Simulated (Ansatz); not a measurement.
Consider the ligand exchange at the Sn–S bond: `C[S][Sn][SH]` + silanol → `C[S][Sn][O][SiH3]` + H₂S.

Computed with Ansatz on PBE0-D4/def2-TZVP structures; ΔE is electronic, products minus reactants. CBS: MP2 limit from def2 TZ/QZ plus the TZ coupled-cluster correction, frozen cores. This one scheme is used for every species. Functionals use def2-TZVPP. B3LYP here is the variant with VWN-RPA as its local correlation; programs differ in this. def2 core potentials past Kr. For Sn outer-core shells are correlated without core-valence functions, which leaves a few kJ/mol of doubt a bond. One conformer a species, not always the lowest.

`C[S][Sn][SH]`:

Cartesian coordinates in Å:
```
C 0.058 0.996 0.933
S 1.070 -0.447 1.355
Sn 0.817 -2.066 -0.419
S -0.711 -0.715 -1.754
H -0.994 0.724 0.851
H 0.178 1.719 1.741
H 0.390 1.446 -0.001
H -0.810 -1.658 -2.706
```

`O[SiH3]`:

Z-matrix (Å, degrees):
```
Si
O 1 1.648
H 1 1.489 2 111.7
H 1 1.489 2 111.7 3 120.9
H 1 1.481 2 105.9 3 -119.6
H 2 0.957 1 117.9 3 -60.5
```

`C[S][Sn][O][SiH3]`:

Z-matrix (Å, degrees):
```
C
S 1 1.814
H 1 1.090 2 108.5
H 1 1.089 2 110.7 3 120.7
H 1 1.089 2 108.5 3 -118.7
Sn 2 2.414 1 106.2 3 -120.6
O 6 1.993 2 95.9 1 0.0
Si 7 1.631 6 138.3 2 179.9
H 8 1.488 7 110.3 6 -119.9
H 8 1.488 7 110.3 6 120.1
H 8 1.493 7 111.3 6 0.0
```

H₂S:

Cartesian coordinates in Å:
```
S 0.572 0.210 0.110
H -0.649 0.756 0.194
H 0.077 -0.966 -0.304
```

| level | ΔE (kJ/mol) | difference from CCSD(T)/CBS |
| --- | --- | --- |
| PBE-D4 | 26.1 | 7.2 |
| r2SCAN-D4 | 22.9 | 4.0 |
| ωB97X-V | 15.4 | -3.5 |
| r2SCAN | 23.7 | 4.8 |
| B3LYP | 19.0 | 0.1 |
| SCS-MP2/def2-TZVPP | 15.1 | -3.8 |
| CCSD/def2-TZVPP | 15.4 | -3.5 |
| HF/def2-QZVPP | 15.4 | -3.5 |
| HF/CBS(def2) | 15.1 | -3.8 |
| MP2/CBS(def2) | 23.3 | 4.4 |
| CCSD(T)/CBS | 18.9 | 0 |

Largest T1 diagnostic among the species: 0.016.
